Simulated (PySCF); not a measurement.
**Working out the ionisation energy of Zn⁺**

Zn⁺ [Ar] 3d10 4s1 (2S) → Zn²⁺ [Ar] 3d10 (1S). Calculation: PySCF 2.14, in pcseg-2 (6s4p3d2f1g, 56 functions); no relativity, point nucleus. Frozen: [Ar]. Energies in hartree (1 hartree = 27.21139 eV):

```csv
part,Zn⁺ (lower),Zn²⁺ (upper)
UHF,-1777.534605,-1776.925437
MP2 opposite-spin,-0.239487,-0.219631
MP2 same-spin,-0.144075,-0.129901
```

Task: What does Hartree-Fock give?

Result: (-1776.925437) − (-1777.534605) = 0.609168 hartree = 16.576 eV.

Task: What do MP2 and SCS-MP2 (6/5 opposite-spin, 1/3 same-spin) give?

Result: The opposite-spin parts differ by 0.540 eV and the same-spin parts by 0.386 eV. MP2: 16.576 + (0.540) + (0.386) = 17.502 eV. SCS-MP2: 16.576 + 1.2 × (0.540) + (0.386)/3 = 17.353 eV.

Measured between the centres of the two terms (NIST): 17.964 eV, so MP2 (valence) is off by -0.462 eV.

The calculation is non-relativistic.

What remains against the reference includes basis incompleteness, the frozen core and correlation beyond second order.
